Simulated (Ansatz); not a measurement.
Cd(Me)(SiH3) (CH6CdSi), SMILES [CH3][Cd][SiH3]. Atoms are numbered in the order given.

```xyz
9

Cd    -0.0783     0.2597    -0.1990
C     -0.3447     1.9813    -1.4185
H     -1.1584     2.6135    -1.0304
H     -0.5974     1.6940    -2.4510
H      0.5748     2.5865    -1.4471
Si     0.2367    -1.7775     1.2441
H      0.2733    -3.0430     0.4388
H     -0.8681    -1.9392     2.2463
H      1.5181    -1.7282     2.0231
```
Charge 0, spin multiplicity 1.

The structure is a stationary point at PBE0-D3(BJ)/def2-SVP. The structure was generated by enumeration; whether it is a known compound was not checked. The def2 effective core potentials stand for the cores of Cd; spin–orbit coupling is left out.

Two levels are set side by side: PBE-D3(BJ)/def2-SVP (Ansatz, a quantum-chemistry and plane-wave program) and PBE0-D3(BJ)/def2-SVP (Ansatz). Each level has its own optimised geometry; the coordinates shown are those of the second. Differences are taken from unrounded values.

```json
[
 {"quantity": "mean bond length (Å)", "PBE0-D3(BJ)": "1.556"},
 {"quantity": "bond Cd1–C2 (Å)", "PBE0-D3(BJ)": "2.127"},
 {"quantity": "bond Cd1–Si6 (Å)", "PBE0-D3(BJ)": "2.516"},
 {"quantity": "bond C2–H3 (Å)", "PBE0-D3(BJ)": "1.101"},
 {"quantity": "bond C2–H4 (Å)", "PBE0-D3(BJ)": "1.101"},
 {"quantity": "bond C2–H5 (Å)", "PBE0-D3(BJ)": "1.101"},
 {"quantity": "bond Si6–H7 (Å)", "PBE0-D3(BJ)": "1.500"},
 {"quantity": "bond Si6–H8 (Å)", "PBE0-D3(BJ)": "1.500"},
 {"quantity": "bond Si6–H9 (Å)", "PBE0-D3(BJ)": "1.500"}
]
```

What does PBE-D3(BJ) give, and how far is it from PBE0-D3(BJ)? (The exact figures need the calculation; the answer reports its results.)


| quantity | PBE-D3(BJ) | PBE-D3(BJ) minus PBE0-D3(BJ) |
|---|---|---|
| mean bond length (Å) | 1.565 | 0.009 |
| bond Cd1–C2 (Å) | 2.138 | 0.011 |
| bond Cd1–Si6 (Å) | 2.524 | 0.008 |
| bond C2–H3 (Å) | 1.109 | 0.008 |
| bond C2–H4 (Å) | 1.109 | 0.008 |
| bond C2–H5 (Å) | 1.109 | 0.008 |
| bond Si6–H7 (Å) | 1.511 | 0.010 |
| bond Si6–H8 (Å) | 1.511 | 0.010 |
| bond Si6–H9 (Å) | 1.511 | 0.010 |

GGA bonds tend to be longer and softer than those of functionals with exact exchange. Differences between two approximate levels are no errors against the true value.
